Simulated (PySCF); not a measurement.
C3S2, SMILES S=C=C=C=S.

The structure is a stationary point at PBE0-D3(BJ)/def2-SVP.

All values below come from PySCF with HF/def2-TZVP.

| Property | Value |
|---|---|
| total energy | -908.63787 hartree |
| point group | D∞h |
| highest occupied level | -9.20 eV |
| lowest empty level | 0.00 eV |
| orbital gap | 9.19 eV |
| dipole moment | 0.00 D |
| quadrupole, principal values (traceless, Buckingham form, about the centre of nuclear charge) | -1.76, -1.76, 3.52 D·Å |
| mean static polarisability | 98.0 bohr³ (14.52 Å³) |
| polarisability, principal values | 38.5, 38.5, 216.8 bohr³ |
